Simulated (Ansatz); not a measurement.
System: cyanosilylidyne, CNSi, charge 0, multiplicity 2. SMILES: N#C[Si]
Geometry from a B3LYP-D3(BJ)/def2-TZVP (Ansatz, a program for electronic structure) optimisation:
```xyz
3

Si     0.0000     0.0000    -1.1899
C      0.0000     0.0000     0.6549
N      0.0000     0.0000     1.8185
```
Charge 0, spin multiplicity 2.

Property: enthalpy of formation at 298 K, in kcal/mol. Terms: non-relativistic; six Cartesian d functions in 6-31G* and its kin unless marked 5d; LANL2DZ with its own core potentials from Na on; 6-311+G** with 5d, 6d on Na to Ar in Ansatz; open shells spin-unrestricted; valence correlation only; spin-orbit terms left out. First-principles rows: single points at B3LYP-D3(BJ) geometries (Ansatz), with unscaled harmonic terms from B3LYP/6-31G* (Ansatz) at its own minima, enthalpies of formation by atomisation with measured atoms. A UHF reference is markedly spin-contaminated in at least one set, which strains HF and MP2.

| level | program | enthalpy of formation at 298 K (kcal/mol) |
|---|---|---|
| MP2/STO-3G | Ansatz | 141.8 |
| MP2/3-21G | Ansatz | 160.3 |
| MP2/LANL2DZ | Ansatz | 170.2 |
| MP2/6-31G* | Ansatz | 128.6 |
| MP2/6-311+G** | Ansatz | 124.2 |

No value to compare with is used here. The 5 habitual levels span 124.2 (MP2/6-311+G**) to 170.2 kcal/mol (MP2/LANL2DZ).

The sets are all those run for this method; left out are runs that failed, that the program found above a lower state of the same kind, or whose <S^2> lies over 0.5 above the pure value.
